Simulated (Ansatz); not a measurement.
Relaxation of AlClFH₃OSi (8 atoms, charge 0, multiplicity 1), to a largest force component of 0.02 eV/Å in at most 40 steps.

Theory: Ansatz, RKS B3LYP-D4/6-31G*.

```xyz
8
Properties=species:S:1:pos:R:3
Al 0.000 0.000 0.000
O 0.000 0.000 1.780
Si -1.315 -0.407 2.744
H -2.239 -1.240 1.980
H -0.851 -1.143 3.916
H -1.999 0.809 3.173
Cl 1.931 0.000 -1.115
F -1.464 0.000 -0.845
```

Question: Where does it end, and by what steps?

Answer: The run converged. The force dipped under the threshold on the way, but the program's further checks kept it going. After 21 steps the energy has fallen by 0.414 eV; O2 moved furthest, 1.04 Å.

| step | energy less start (eV) | largest force component (eV/Å) | accepted |
| --- | --- | --- | --- |
| 0 | 0.0000 | 2.035 | yes |
| 1 | -0.2717 | 1.083 | yes |
| 2 | -0.3272 | 0.364 | yes |
| 3 | -0.3442 | 0.230 | yes |
| 4 | -0.3732 | 0.237 | yes |
| 5 | -0.3845 | 0.275 | yes |
| 6 | -0.4050 | 0.088 | yes |
| 7 | -0.4054 | 0.165 | yes |
| 8 | -0.4082 | 0.044 | yes |
| 9 | -0.4089 | 0.028 | yes |
| 10 | -0.3920 | 0.330 | no |
| 11 | -0.4105 | 0.007 | yes |
| 12 | -0.4118 | 0.048 | yes |
| 13 | -0.4118 | 0.091 | no |
| 14 | -0.4124 | 0.030 | yes |
| 15 | -0.4129 | 0.029 | yes |
| 16 | -0.4117 | 0.122 | no |
| 17 | -0.4132 | 0.016 | yes |
| 18 | -0.4135 | 0.020 | yes |
| 19 | -0.4134 | 0.033 | no |
| 20 | -0.4136 | 0.021 | yes |
| 21 | -0.4136 | 0.019 | yes |

```xyz
8
Properties=species:S:1:pos:R:3
Al -0.097 0.011 -0.230
O -0.864 -0.216 1.243
Si -1.375 -0.454 2.793
H -2.518 -1.404 2.803
H -0.275 -1.017 3.621
H -1.808 0.839 3.383
Cl 1.986 0.061 -0.379
F -0.985 0.200 -1.601
```

Time of the run: 69 s on 2 threads of Arm Neoverse V1, with other jobs on the host, peak memory 0.19 GiB.
